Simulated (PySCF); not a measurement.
H4Pb, SMILES [PbH4].

Coordinates come from a PBE0-D3(BJ)/def2-TZVPD optimisation. The def2 effective core potentials stand for the cores of Pb; spin–orbit coupling is left out.

Two levels are set side by side: TDA-PBE/def2-TZVPD (PySCF) and TDA-B3LYP/def2-TZVPD (PySCF). Vertical, same geometry. The lowest singlet is HOMO→LUMO 85 % with PBE and HOMO→LUMO 89 % with the other functional; states are paired by order. Differences are taken from unrounded values.

```json
[
 {"quantity": "lowest singlet excitation (eV)", "TDA-B3LYP": "7.08"},
 {"quantity": "lowest triplet excitation (TDA) (eV)", "TDA-B3LYP": "5.93"},
 {"quantity": "first bright state (f over 0.05) (eV)", "TDA-B3LYP": "7.08"},
 {"quantity": "its oscillator strength", "TDA-B3LYP": "0.15"}
]
```

What does TDA-PBE give, and how far is it from TDA-B3LYP? (Estimate from the structure and the level; the computed values follow.)


| quantity | TDA-PBE | TDA-PBE minus TDA-B3LYP |
|---|---|---|
| lowest singlet excitation (eV) | 6.72 | -0.36 |
| lowest triplet excitation (TDA) (eV) | 5.71 | -0.23 |
| first bright state (f over 0.05) (eV) | 6.72 | -0.36 |
| its oscillator strength | 0.11 | -0.03 |

A lower first singlet is the usual sign of a functional without exact exchange. Differences between two approximate levels are no errors against the true value.

Rough cost on one machine, each run with all the roots and properties that it gave: TDA-B3LYP against TDA-PBE within a factor of 2.
